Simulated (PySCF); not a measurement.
Computed spin Hamiltonian

C3H5O4 (doublet state).
Cartesian coordinates in Å at the GFN2-xTB level; atoms count from 1:
```
atom  x, y, z in Å
O1     2.6609    0.3164   -0.5559
C2     2.1956   -0.4482    0.2298
O3     0.9680   -0.9625    0.2133
C4     0.0774   -0.5040   -0.8037
O5    -0.6505    0.5906   -0.3953
C6    -1.6048    0.3593    0.5907
O7    -2.3978    1.4301    0.8419
H8     2.7312   -0.8680    1.0969
H9     0.6566   -0.1860   -1.6785
H10   -0.5665   -1.3651   -1.0317
H11   -2.1292   -0.5869    0.5626
H12   -1.9397    2.2235    0.5362
```

The hyperfine couplings belong to this conformer and change with its torsions.

The species is `O=COCO[CH]O` [radical].

Method used: UKS B3LYP, pcH-1 on C H O, non-relativistic, mean-field spin-orbit, GIAO in PySCF. Geometry: GFN2-xTB, one conformer, isolated molecule. Couplings are sensitive to structure, and on GFN2-xTB geometries they can be far from those on DFT ones. No stability test was run, so a lower SCF solution isn't excluded.

```
g1, g2, g3                      : 2.00206, 2.00345, 2.00424
g_iso                           : 2.00325
Form of g                       : rhombic: the two nearest values differ by 36 % of g3 − g1
⟨S²⟩                            : 0.7526 (exact 0.7500)
α and β electrons               : 28, 27
HOMO–LUMO gap, α and β orbitals : 4.43, 7.39 eV
Total energy                    : -418.17740 Eh
```

Hyperfine couplings atom by atom, in MHz; T1 to T3 are the principal values of the dipolar part; ρ(0) is the spin density at the nucleus:

```
atom  isotope  a_iso     T1     T2     T3  Mulliken spin population  ρ(0) (bohr⁻³)
  O1      17O    0.0   -0.3    0.0    0.3                      0.00         0.0000
  C2      13C   -0.2   -0.4   -0.3    0.8                      0.00        -0.0002
  O3      17O    0.9   -2.9    0.9    1.9                      0.01        -0.0014
  C4      13C   -2.2   -1.4   -0.4    1.8                      0.00        -0.0020
  O5      17O  -21.4  -42.3   19.9   22.5                      0.06         0.0354
  C6      13C  296.9  -73.9  -73.3  147.2                      0.82         0.2641
  O7      17O  -24.0  -61.5   29.3   32.2                      0.11         0.0395
  H8       1H    0.5   -1.0   -0.9    1.9                      0.00         0.0001
  H9       1H   -0.3   -2.9   -2.2    5.1                      0.00        -0.0001
 H10       1H    2.6   -3.5   -3.1    6.6                      0.01         0.0006
 H11       1H   27.3  -31.0   -4.6   35.6                      0.00         0.0061
 H12       1H  -12.1  -13.1   -8.5   21.6                      0.00        -0.0027
```

Largest spin populations (Mulliken): C6 (+0.82), O7 (+0.11) and O5 (+0.06). C6 is the only atom above +0.15. The angles at C6 add up to 345.3°, so it is pyramidal.

Axes: g3 points within 15° of the O7–H12 bond.

Under fast tumbling the dipolar parts average out, and these isotropic splittings remain: 1 × 1H (H11, I = 1/2, 2 lines) with 0.97 mT, 1 × 1H (H12, I = 1/2, 2 lines) with 0.43 mT and 2 × 1H (H9/H10, I = 1/2, 3 lines) with 0.04 mT.

Class means assume fast exchange of nuclei equivalent by connectivity; if that motion is slow, each nucleus keeps its own coupling.

The 17O coupling of O7 (-24.0 MHz) shows only in satellite lines or after enrichment, since that isotope makes up about 0.038 % of natural oxygen.

The 13C coupling of C6 (296.9 MHz) shows only in satellite lines or after enrichment, since that isotope makes up about 1.07 % of natural carbon.

β density exceeds α density at some nuclei, such as H12 (-0.0027), C4 (-0.0020) and O3 (-0.0014), spin density in bohr⁻³. In a single determinant that takes different orbitals for the two spins, that is spin polarisation.
